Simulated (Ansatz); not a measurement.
C2H5NSi, SMILES `N=C1C[SiH2]1`, relaxed with RKS PBE0-D4/def2-TZVP in the Gaussian-basis code of Ansatz from a PBE-D4/def2-SVP geometry. The force threshold is 0.005 eV/Å; the program also tests the step.

Charge 0, multiplicity 1.

Start:

```xyz
9

N    -1.575   -0.907   -0.945
C    -0.644   -0.294   -0.333
C     0.846   -0.359   -0.074
Si   -0.060    1.112    0.754
H    -1.182   -1.739   -1.438
H     1.510   -0.168   -0.941
H     1.207   -1.199    0.551
H    -0.261    1.073    2.237
H     0.160    2.481    0.189
```

By how much does the energy fall, and how many steps does the optimiser take? (Best estimate.)

Computed: 1.20 kcal/mol, in 6 steps.

Which bonds change most? (Best estimate.)

Ansatz gave: C2–Si4 from 1.870 to 1.837 Å; C3–Si4 from 1.916 to 1.883 Å; C3–H6 from 1.108 to 1.090 Å; C3–H7 from 1.108 to 1.089 Å.

Give the relaxed structure. (An estimate is asked.)

Ansatz gave: 
```xyz
9

N    -1.549   -0.899   -0.934
C    -0.646   -0.276   -0.322
C     0.842   -0.353   -0.072
Si   -0.046    1.094    0.744
H    -1.160   -1.717   -1.418
H     1.485   -0.171   -0.932
H     1.185   -1.187    0.540
H    -0.262    1.059    2.207
H     0.151    2.451    0.187
```
